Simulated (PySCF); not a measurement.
## Computed properties of C₄H₉NSi, SMILES C=C1[SiH2]N[C@H]1C

C₄H₉NSi, SMILES C=C1[SiH2]N[C@H]1C. Geometry: PBE0-D3(BJ)/def2-SVP. The structure was generated by enumeration; whether it is a known compound was not checked. Other conformers were not sampled. All values are computed for the isolated molecule unless a solvent is named; none is compared with measurement here.

**Structure.** All 39 harmonic modes at PBE0-D3(BJ)/def2-SVP (PySCF) are real, so it is a minimum. With heavy atoms numbered as in [CH2:1]=[C:2]1[SiH2:3][NH:4][C@H:5]1[CH3:6], the shortest bond between them is C1–C2 at 1.330 Å and the longest C2–Si3 at 1.879 Å.

**Vibrations.** The strongest infrared lines (harmonic, unscaled, degenerate partners summed) lie at 2185 cm⁻¹ (189 km/mol, H 96 %), 2202 cm⁻¹ (182 km/mol, H 98 %), 1012 cm⁻¹ (174 km/mol, H 93 %). The softest mode is at 74 cm⁻¹ and the zero-point energy is 76.1 kcal/mol.

**Electronic structure.** PBE0/def2-TZVP (PySCF) places the frontier levels at -6.66 and -0.34 eV, a gap of 6.32 eV, and gives a dipole moment of 0.90 D and a mean polarisability of 80.3 bohr³. PBE/def2-TZVP (PySCF) at the same geometry gives -5.35 and -1.32 eV, so its gap is 2.29 eV narrower. An orbital gap is neither the optical nor the fundamental gap.

**Excitations.** TDDFT-CAM-B3LYP/def2-SVPD (PySCF) has S1 at 5.60 eV (221 nm, f = 0.004, weak); the most intense of the 10 singlets computed lies at 6.92 eV (f = 0.42). T1 (TDA) is at 4.07 eV. TDDFT-PBE/def2-SVPD (PySCF) puts S1 at 4.19 eV. No vertical singlet excitation falls in the visible range (under 3.1 eV).

**NMR.** GIAO shifts at PBE0/pcSseg-1 (PySCF) (non-relativistic, atoms alike by connectivity averaged): ¹³C from 29.2 to 165.3 ppm against TMS; ¹H from 0.6 to 6.1 ppm against TMS; ²⁹Si at -23.4 ppm against TMS.

**Solvation.** SMD-B3LYP/6-31G* (PySCF) gives 0.7 kcal/mol in water, -2.9 kcal/mol in acetonitrile, -3.5 kcal/mol in dichloromethane (1 M in both phases, gas-phase geometry); of these solvents dichloromethane holds the molecule best.
